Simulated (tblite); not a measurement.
A geometry optimisation, step by step.

Species: C4H3N2O (doublet state).
Atom-mapped SMILES: `[O:1]=[CH:2][c:3]1[n:4][c:5][cH:6][nH:7]1` (hydrogens: H8 on C2; H9 on C6; H10 on N7)
Bond orders are those of one Lewis drawing.

Computed with GFN2-xTB (tblite), gas phase: L-BFGS steps from a force-field or distance-geometry start until the largest atomic force falls under 0.01 eV/Å. 14 of its 23 geometries are shown.

Step 0: E = -540.5242 eV, largest atomic force 3.519 eV/Å
```
atom  x, y, z in Å  |  force x, y, z in eV/Å
O1      2.298    1.217   -0.086   -1.285  -2.909   0.203
C2      1.856    0.043    0.014    0.642   2.601  -0.084
C3      0.437   -0.269    0.034   -0.656  -1.579   0.001
N4     -0.146   -1.489    0.133   -0.704  -0.032   0.124
C5     -1.497   -1.376    0.116    3.280   1.261  -0.191
C6     -1.764   -0.030   -0.029   -0.258  -0.225   0.071
N7     -0.568    0.630   -0.075   -0.571   1.742  -0.132
H8      2.544   -0.808    0.121   -0.215   0.046  -0.056
H9     -2.729    0.420   -0.085   -0.001   0.377  -0.038
H10    -0.423    1.666   -0.166   -0.231  -1.284   0.102
```

Step 2: E = -540.7890 eV, largest atomic force 1.058 eV/Å
```
atom  x, y, z in Å  |  force x, y, z in eV/Å
O1      2.282    1.192   -0.085   -0.549  -0.727   0.038
C2      1.853    0.056    0.016   -0.292   0.302   0.041
C3      0.424   -0.292    0.033    0.056   0.358  -0.099
N4     -0.144   -1.492    0.136    0.986  -0.367   0.109
C5     -1.438   -1.349    0.112    0.192   0.249  -0.079
C6     -1.769   -0.028   -0.028    0.012   0.462  -0.013
N7     -0.581    0.650   -0.077   -0.070  -0.496   0.065
H8      2.538   -0.805    0.120   -0.219   0.004  -0.031
H9     -2.729    0.429   -0.085   -0.077   0.227  -0.022
H10    -0.428    1.645   -0.165   -0.040  -0.011  -0.010
```

Step 3: E = -540.8190 eV, largest atomic force 0.577 eV/Å
```
atom  x, y, z in Å  |  force x, y, z in eV/Å
O1      2.275    1.186   -0.085   -0.415  -0.400   0.020
C2      1.845    0.053    0.018   -0.138   0.208   0.018
C3      0.424   -0.288    0.031    0.024  -0.055  -0.024
N4     -0.126   -1.499    0.139    0.218  -0.026   0.043
C5     -1.430   -1.341    0.110    0.520   0.035  -0.037
C6     -1.769   -0.020   -0.028    0.010  -0.039   0.026
N7     -0.583    0.642   -0.075    0.153   0.350  -0.020
H8      2.533   -0.805    0.119   -0.238  -0.048  -0.016
H9     -2.731    0.433   -0.086   -0.080   0.228  -0.021
H10    -0.429    1.643   -0.165   -0.054  -0.254   0.012
```

Step 5: E = -540.8391 eV, largest atomic force 0.213 eV/Å
```
atom  x, y, z in Å  |  force x, y, z in eV/Å
O1      2.257    1.177   -0.085   -0.151   0.120  -0.011
C2      1.833    0.050    0.021   -0.002  -0.024  -0.006
C3      0.423   -0.288    0.029    0.057   0.026   0.019
N4     -0.106   -1.502    0.141   -0.002   0.053  -0.008
C5     -1.406   -1.335    0.107   -0.003  -0.150   0.007
C6     -1.767   -0.016   -0.027    0.029  -0.105   0.013
N7     -0.581    0.644   -0.075    0.064   0.076  -0.007
H8      2.520   -0.806    0.118   -0.174  -0.122   0.009
H9     -2.733    0.444   -0.087    0.146   0.047   0.001
H10    -0.431    1.637   -0.165    0.035   0.079  -0.016
```

Step 7: E = -540.8457 eV, largest atomic force 0.195 eV/Å
```
atom  x, y, z in Å  |  force x, y, z in eV/Å
O1      2.240    1.181   -0.086    0.033   0.129  -0.009
C2      1.829    0.049    0.021   -0.030  -0.001  -0.009
C3      0.425   -0.285    0.030   -0.035   0.021   0.014
N4     -0.099   -1.500    0.142    0.002  -0.079  -0.002
C5     -1.399   -1.342    0.107   -0.069   0.018   0.003
C6     -1.761   -0.022   -0.026   -0.020   0.037  -0.012
N7     -0.577    0.646   -0.075   -0.040   0.002   0.003
H8      2.503   -0.816    0.118   -0.043  -0.047   0.004
H9     -2.723    0.452   -0.087    0.187  -0.055   0.011
H10    -0.428    1.642   -0.166    0.015  -0.025  -0.003
```

Step 8: E = -540.8469 eV, largest atomic force 0.067 eV/Å
```
atom  x, y, z in Å  |  force x, y, z in eV/Å
O1      2.236    1.184   -0.086    0.037   0.025   0.000
C2      1.828    0.050    0.020   -0.029   0.037  -0.006
C3      0.425   -0.285    0.030   -0.026  -0.006   0.008
N4     -0.098   -1.500    0.142   -0.011  -0.045  -0.002
C5     -1.398   -1.344    0.107   -0.026   0.042   0.000
C6     -1.760   -0.023   -0.026    0.027   0.019  -0.009
N7     -0.577    0.647   -0.075   -0.018  -0.027   0.008
H8      2.498   -0.820    0.118   -0.027   0.015  -0.003
H9     -2.717    0.453   -0.087    0.065  -0.017   0.004
H10    -0.427    1.643   -0.166    0.007  -0.043  -0.001
```

Step 10: E = -540.8473 eV, largest atomic force 0.041 eV/Å
```
atom  x, y, z in Å  |  force x, y, z in eV/Å
O1      2.236    1.186   -0.086    0.007  -0.012   0.002
C2      1.827    0.052    0.020   -0.009   0.018   0.000
C3      0.424   -0.285    0.031    0.012  -0.016   0.003
N4     -0.099   -1.502    0.141   -0.008  -0.003   0.000
C5     -1.399   -1.343    0.107    0.001  -0.006   0.001
C6     -1.758   -0.023   -0.026    0.009  -0.005  -0.002
N7     -0.578    0.646   -0.074    0.019  -0.010   0.006
H8      2.495   -0.820    0.118   -0.024   0.033  -0.006
H9     -2.713    0.452   -0.087   -0.017   0.021  -0.001
H10    -0.427    1.641   -0.167    0.010  -0.019  -0.002
```

Step 12: E = -540.8474 eV, largest atomic force 0.021 eV/Å
```
atom  x, y, z in Å  |  force x, y, z in eV/Å
O1      2.237    1.186   -0.086   -0.008   0.008   0.000
C2      1.826    0.053    0.020    0.004  -0.001   0.002
C3      0.424   -0.286    0.031    0.006  -0.004   0.001
N4     -0.099   -1.503    0.141    0.000  -0.003   0.002
C5     -1.399   -1.343    0.107   -0.002  -0.008  -0.002
C6     -1.758   -0.023   -0.027   -0.005  -0.010   0.002
N7     -0.577    0.645   -0.074   -0.002  -0.003   0.002
H8      2.493   -0.818    0.118    0.003   0.004  -0.003
H9     -2.713    0.453   -0.087   -0.012   0.017  -0.002
H10    -0.426    1.640   -0.167    0.015   0.000  -0.002
```

Step 14: E = -540.8474 eV, largest atomic force 0.017 eV/Å
```
atom  x, y, z in Å  |  force x, y, z in eV/Å
O1      2.237    1.187   -0.086   -0.009   0.008   0.000
C2      1.826    0.054    0.020   -0.001   0.000   0.000
C3      0.424   -0.287    0.032   -0.006   0.003   0.001
N4     -0.099   -1.503    0.141    0.000  -0.005   0.001
C5     -1.400   -1.344    0.107   -0.005   0.004  -0.002
C6     -1.758   -0.023   -0.027   -0.004   0.001   0.001
N7     -0.577    0.645   -0.074   -0.009  -0.001   0.000
H8      2.493   -0.817    0.118    0.016  -0.004  -0.001
H9     -2.713    0.454   -0.087    0.008   0.002   0.000
H10    -0.425    1.639   -0.167    0.010  -0.006  -0.001
```

Step 15: E = -540.8475 eV, largest atomic force 0.015 eV/Å
```
atom  x, y, z in Å  |  force x, y, z in eV/Å
O1      2.236    1.187   -0.086   -0.011   0.002   0.001
C2      1.826    0.054    0.020   -0.004  -0.001  -0.001
C3      0.424   -0.287    0.032   -0.008   0.002   0.002
N4     -0.099   -1.503    0.142   -0.003  -0.002   0.000
C5     -1.400   -1.344    0.107   -0.004   0.006  -0.001
C6     -1.758   -0.024   -0.027    0.000   0.006   0.000
N7     -0.577    0.644   -0.073   -0.004  -0.001   0.000
H8      2.493   -0.817    0.117    0.015  -0.001  -0.001
H9     -2.713    0.455   -0.087    0.012  -0.005   0.000
H10    -0.424    1.639   -0.167    0.005  -0.007   0.000
```

Step 17: E = -540.8475 eV, largest atomic force 0.014 eV/Å
```
atom  x, y, z in Å  |  force x, y, z in eV/Å
O1      2.235    1.188   -0.086   -0.013  -0.006   0.002
C2      1.826    0.054    0.020   -0.005  -0.005  -0.001
C3      0.424   -0.288    0.032    0.001  -0.005   0.002
N4     -0.100   -1.504    0.142   -0.006   0.002  -0.001
C5     -1.400   -1.345    0.106   -0.003   0.004   0.001
C6     -1.759   -0.024   -0.027    0.009   0.006  -0.001
N7     -0.577    0.644   -0.073    0.010   0.002  -0.001
H8      2.494   -0.816    0.117    0.005   0.009  -0.002
H9     -2.712    0.457   -0.087    0.005  -0.007   0.000
H10    -0.422    1.638   -0.167   -0.002   0.000   0.000
```

Step 19: E = -540.8475 eV, largest atomic force 0.018 eV/Å
```
atom  x, y, z in Å  |  force x, y, z in eV/Å
O1      2.231    1.189   -0.086   -0.009  -0.002   0.001
C2      1.825    0.054    0.020    0.002  -0.005   0.001
C3      0.424   -0.289    0.033    0.009  -0.015  -0.001
N4     -0.101   -1.505    0.142   -0.005  -0.005   0.000
C5     -1.401   -1.344    0.106    0.000  -0.002   0.003
C6     -1.759   -0.023   -0.027    0.009   0.002  -0.001
N7     -0.576    0.643   -0.073    0.016   0.002  -0.001
H8      2.496   -0.814    0.116   -0.006   0.010  -0.002
H9     -2.711    0.458   -0.087   -0.010   0.000  -0.001
H10    -0.419    1.637   -0.168   -0.005   0.014   0.000
```

Step 20: E = -540.8476 eV, largest atomic force 0.018 eV/Å
```
atom  x, y, z in Å  |  force x, y, z in eV/Å
O1      2.229    1.190   -0.085   -0.005   0.003   0.000
C2      1.825    0.054    0.020    0.005  -0.002   0.001
C3      0.424   -0.290    0.033    0.009  -0.015  -0.003
N4     -0.102   -1.505    0.142   -0.002  -0.009   0.002
C5     -1.402   -1.344    0.106    0.000  -0.002   0.003
C6     -1.758   -0.023   -0.027    0.004   0.001  -0.001
N7     -0.576    0.643   -0.073    0.012   0.001  -0.001
H8      2.498   -0.813    0.116   -0.007   0.004  -0.001
H9     -2.711    0.458   -0.087   -0.013   0.003  -0.002
H10    -0.418    1.636   -0.168   -0.005   0.016   0.001
```

Step 22: E = -540.8476 eV, largest atomic force 0.006 eV/Å
```
atom  x, y, z in Å  |  force x, y, z in eV/Å
O1      2.226    1.190   -0.085    0.000   0.006   0.000
C2      1.824    0.053    0.020    0.003   0.002   0.000
C3      0.424   -0.291    0.033    0.001  -0.004  -0.004
N4     -0.102   -1.507    0.142    0.001  -0.005   0.002
C5     -1.403   -1.344    0.106    0.000   0.001   0.002
C6     -1.758   -0.022   -0.027   -0.002   0.001   0.000
N7     -0.575    0.642   -0.073    0.000  -0.001  -0.001
H8      2.499   -0.812    0.115    0.000  -0.005   0.000
H9     -2.711    0.459   -0.087   -0.002   0.002  -0.002
H10    -0.416    1.636   -0.168   -0.002   0.002   0.003
```

Task: Summarise the path.

Result: The energy falls by 7.46 kcal/mol from step 0 to step 22; nine tenths of that is first reached at step 3. It falls at every step. The largest force goes from 3.519 to 0.006 eV/Å. Among the bonds O1=C2 changes most, from 1.258 to 1.210 Å; the atoms move by 0.050 Å rms after alignment.

Task: Follow the three bonds and two angles with the largest change from start to end.

Result: 
| step | E above end (kcal/mol) | largest force (eV/Å) | O1=C2 (Å) | N4–C5 (Å) | N7–H10 (Å) | N4–C5–C6 (°) | C5–C6–H9 (°) |
| --- | --- | --- | --- | --- | --- | --- | --- |
| 0 | 7.46 | 3.519 | 1.258 | 1.356 | 1.049 | 106.0 | 126.4 |
| 1 | 3.44 | 3.549 | 1.174 | 1.301 | 1.007 | 109.3 | 129.1 |
| 2 | 1.35 | 1.058 | 1.219 | 1.302 | 1.010 | 110.4 | 129.6 |
| 3 | 0.66 | 0.577 | 1.215 | 1.314 | 1.017 | 111.3 | 129.7 |
| 4 | 0.29 | 0.254 | 1.212 | 1.313 | 1.008 | 112.6 | 130.6 |
| 5 | 0.20 | 0.213 | 1.210 | 1.311 | 1.009 | 112.7 | 130.9 |
| 6 | 0.09 | 0.209 | 1.208 | 1.310 | 1.009 | 112.5 | 131.5 |
| 7 | 0.04 | 0.195 | 1.209 | 1.310 | 1.011 | 112.3 | 131.7 |
| 8 | 0.02 | 0.067 | 1.210 | 1.310 | 1.011 | 112.2 | 131.8 |
| 9 | 0.01 | 0.045 | 1.210 | 1.311 | 1.011 | 112.2 | 131.8 |
| 10 | 0.01 | 0.041 | 1.210 | 1.311 | 1.011 | 112.2 | 131.8 |
| 11 | 0.01 | 0.028 | 1.210 | 1.311 | 1.010 | 112.2 | 131.8 |
| 12 | 0.00 | 0.021 | 1.210 | 1.311 | 1.010 | 112.2 | 131.8 |
| 13 | 0.00 | 0.013 | 1.210 | 1.311 | 1.010 | 112.2 | 131.8 |
| 14 | 0.00 | 0.017 | 1.210 | 1.311 | 1.011 | 112.2 | 131.9 |
| 15 | 0.00 | 0.015 | 1.210 | 1.311 | 1.011 | 112.2 | 131.9 |
| 16 | 0.00 | 0.013 | 1.210 | 1.311 | 1.011 | 112.2 | 132.0 |
| 17 | 0.00 | 0.014 | 1.210 | 1.311 | 1.010 | 112.2 | 132.0 |
| 18 | 0.00 | 0.015 | 1.210 | 1.311 | 1.010 | 112.2 | 132.0 |
| 19 | 0.00 | 0.018 | 1.210 | 1.311 | 1.010 | 112.2 | 132.0 |
| 20 | 0.00 | 0.018 | 1.210 | 1.311 | 1.010 | 112.2 | 132.0 |
| 21 | 0.00 | 0.012 | 1.210 | 1.311 | 1.010 | 112.2 | 131.9 |
| 22 | 0.00 | 0.006 | 1.210 | 1.311 | 1.010 | 112.2 | 131.9 |

What follows is the cost of the whole relaxation. On Arm Neoverse V2, one thread, shared host, this took under 0.1 s wall.
